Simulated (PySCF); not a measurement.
MSe for M along the alkali metals

CCSD(T) with triple-zeta basis sets in PySCF, for the lowest determinant that a PBE0 search found; no spin–orbit coupling. De refers to high-spin ground-configuration atoms.

```tsv
M	basis	reference, frozen orbitals	state (unpaired electrons)	Re (Å)	ωe (cm⁻¹)	De (eV)
Li	x2c-TZVPPall	UHF, 9	doublet (π ↑)	2.283	512	2.77
Na	def2-TZVPP	UHF, 10	doublet (π ↑)	2.610	268	2.30
K	def2-TZVPP	UHF, 14	doublet (π ↑)	2.992	197	2.33
Rb	def2-TZVPP	UHF, 9	doublet (π ↑)	3.140	150	2.28
Cs	def2-TZVPP	UHF, 9	doublet (π ↑)	3.258	130	2.40
```

(1) By what factor does the well depth vary along the series?

The rows differ in basis set, which adds steps of its own.

Down a group the atoms grow and get heavier, so bonds lengthen and wavenumbers fall; this series shows no clear exception.

Correlated steps freeze the inner cores (9 to 14 orbitals); shallow outer-core shells are correlated. Spin–orbit coupling is left out, which matters for elements this heavy, above all for dissociation energies. States were picked by a PBE0 search and need not be the measured ground states.

Results:

(1) At CCSD(T) it runs from 2.28 eV (RbSe) to 2.77 eV (LiSe), a factor of 1.21.
